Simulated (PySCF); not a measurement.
Species: 3-(methylthio)thiophene, C₅H₆S₂.
Numbering: `[CH3:1][S:2][c:3]1[cH:4][cH:5][s:6][cH:7]1` (hydrogens: H8, H9, H10 on C1; H11 on C4; H12 on C5; H13 on C7)

The geometry is computed with GFN2-xTB (gas phase).

(1) Give the optimised bond lengths and angles.

Answers

(1) 
| bond | length (Å) |
| --- | --- |
| C1–S2 | 1.814 |
| S2–C3 | 1.757 |
| C3–C4 | 1.422 |
| C4–C5 | 1.353 |
| C5–S6 | 1.720 |
| S6–C7 | 1.724 |
| C3–C7 | 1.360 |
| C1–H8, C1–H9, C1–H10 | 1.086 |
| C4–H11 | 1.074 |
| C5–H12 | 1.071 |
| C7–H13 | 1.070 |

Bonds in one row agree within 0.01 Å and their mean is given. A selection of angles:
| angle | degrees |
| --- | --- |
| S2–C1–H8 | 109.7 |
| S2–C1–H10 | 106.1 |
| H8–C1–H9 | 111.1 |
| H8–C1–H10 | 110.1 |
| C1–S2–C3 | 102.0 |
| S2–C3–C4 | 120.2 |
| S2–C3–C7 | 127.3 |
| C4–C3–C7 | 112.6 |
| C3–C4–C5 | 112.4 |
| C3–C4–H11 | 122.8 |
| C5–C4–H11 | 124.8 |
| C4–C5–S6 | 112.2 |
| C4–C5–H12 | 128.4 |
| S6–C5–H12 | 119.4 |
| C5–S6–C7 | 91.1 |
| S6–C7–H13 | 118.7 |
| C3–C7–S6 | 111.7 |
| C3–C7–H13 | 129.6 |

Torsions: C1–S2–C3–C4 -179° (antiperiplanar).

The 3 C–C bonds span 1.353 Å (C4–C5, aromatic) to 1.422 Å (C3–C4, aromatic), a spread of 0.069 Å. The C–S distances run from 1.720 Å (C5–S6, aromatic) to 1.814 Å (C1–S2, drawn single), a spread of 0.094 Å. The 7 heavy atoms lie in one plane (0.004 Å rms). S2 (sulfide sulfur) is bent (angle 102.0°). Of the pairs four or more bonds apart, C1···H13 is among the closest relative to their van der Waals radii: 2.74 Å, 94 % of the sum of Bondi's values. The 5-membered ring C3–C4–C5–S6–C7 has internal angles of 91.1° to 112.6° (sum 540°, against 540° for a flat polygon); it is planar, 0.00 Å rms from its mean plane, widest ring torsion 0°. S6 (thiophene-type sulfur) is bent (angle 91.1°).

Point group: Cs (tolerance 0.08 Å). No frequency check. The numbers are those of one conformer.
